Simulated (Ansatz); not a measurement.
Computed with Ansatz on PBE0-D4/def2-TZVP structures; ΔE is electronic, products minus reactants. CCSD(T)/CBS is the MP2 limit (def2-TZVPP, def2-QZVPP) plus CCSD(T) − MP2 in def2-TZVPP, frozen cores. This one scheme is used for every species. Functionals use def2-TZVPP. B3LYP here is the variant with VWN-RPA as its local correlation; programs differ in this. One conformer a species, not always the lowest.

Consider the redistribution: `[OH][AlH][NH][SiH3]` + `S[SiH2]Cl` → `[OH][AlH][Cl]` + `[SiH3]N[SiH2]S`.

`[OH][AlH][NH][SiH3]`:

Cartesian coordinates in Å:
```
O 0.981 -0.967 1.770
Al 0.988 0.548 1.013
N -0.037 0.738 -0.424
Si -1.083 -0.382 -1.221
H 1.495 -1.172 2.548
H 1.858 1.756 1.537
H -0.008 1.656 -0.851
H -1.020 -1.669 -0.488
H -0.679 -0.606 -2.638
H -2.494 0.098 -1.246
```

`S[SiH2]Cl`:

Cartesian coordinates in Å:
```
S 1.533 -0.254 0.702
Si -0.395 0.316 0.028
Cl -1.737 -1.239 0.034
H 1.807 -0.990 -0.389
H -0.347 0.825 -1.360
H -0.861 1.342 0.984
```

`[OH][AlH][Cl]`:

Cartesian coordinates in Å:
```
O -1.282 -0.050 0.121
Al 0.383 0.166 0.253
Cl 1.646 -0.519 -1.272
H -1.712 -0.475 -0.620
H 0.964 0.878 1.518
```

`[SiH3]N[SiH2]S`:

```xyz
11

Si    0.978   -0.454   -1.434
N     0.441   -0.529    0.208
Si   -1.064   -0.039    0.874
S    -0.886    1.491    2.357
H    -0.092    0.211   -2.217
H     2.241    0.323   -1.549
H     1.233   -1.807   -2.000
H     1.118   -0.870    0.878
H    -1.736   -1.124    1.632
H    -1.893    0.405   -0.271
H    -0.341    2.393    1.523
```

```json
{"level": "r2SCAN-D4", "ΔE (kcal/mol)": "-8.3", "difference from CCSD(T)/CBS": "0.5"}
{"level": "B3LYP-D4", "ΔE (kcal/mol)": "-8.6", "difference from CCSD(T)/CBS": "0.2"}
{"level": "ωB97M-V", "ΔE (kcal/mol)": "-8.7", "difference from CCSD(T)/CBS": "0.1"}
{"level": "PBE", "ΔE (kcal/mol)": "-7.6", "difference from CCSD(T)/CBS": "1.2"}
{"level": "B3LYP", "ΔE (kcal/mol)": "-8.3", "difference from CCSD(T)/CBS": "0.5"}
{"level": "HF/def2-TZVPP", "ΔE (kcal/mol)": "-10.3", "difference from CCSD(T)/CBS": "-1.5"}
{"level": "MP2/def2-TZVPP", "ΔE (kcal/mol)": "-8.6", "difference from CCSD(T)/CBS": "0.2"}
{"level": "SCS-MP2/def2-TZVPP", "ΔE (kcal/mol)": "-8.6", "difference from CCSD(T)/CBS": "0.2"}
{"level": "CCSD/def2-TZVPP", "ΔE (kcal/mol)": "-9.0", "difference from CCSD(T)/CBS": "-0.2"}
{"level": "CCSD(T)/def2-TZVPP", "ΔE (kcal/mol)": "-8.8", "difference from CCSD(T)/CBS": "0.0"}
{"level": "HF/def2-QZVPP", "ΔE (kcal/mol)": "-10.2", "difference from CCSD(T)/CBS": "-1.4"}
{"level": "MP2/def2-QZVPP", "ΔE (kcal/mol)": "-8.6", "difference from CCSD(T)/CBS": "0.2"}
{"level": "SCS-MP2/def2-QZVPP", "ΔE (kcal/mol)": "-8.6", "difference from CCSD(T)/CBS": "0.2"}
{"level": "HF/CBS(def2)", "ΔE (kcal/mol)": "-10.2", "difference from CCSD(T)/CBS": "-1.4"}
{"level": "MP2/CBS(def2)", "ΔE (kcal/mol)": "-8.6", "difference from CCSD(T)/CBS": "0.2"}
{"level": "CCSD/CBS(def2)", "ΔE (kcal/mol)": "-9.0", "difference from CCSD(T)/CBS": "-0.2"}
{"level": "CCSD(T)/CBS", "ΔE (kcal/mol)": "-8.8", "difference from CCSD(T)/CBS": "0"}
```

Largest T1 diagnostic among the species: 0.012.

From PBE to PBE0 (25 % exact exchange), in def2-TZVPP and without D4, ΔE moves by −0.8 kcal/mol. In def2-TZVPP, CCSD(T) changes the Hartree–Fock value by +1.5 kcal/mol (the triples alone add +0.2 kcal/mol) and MP2 by +1.6 kcal/mol.
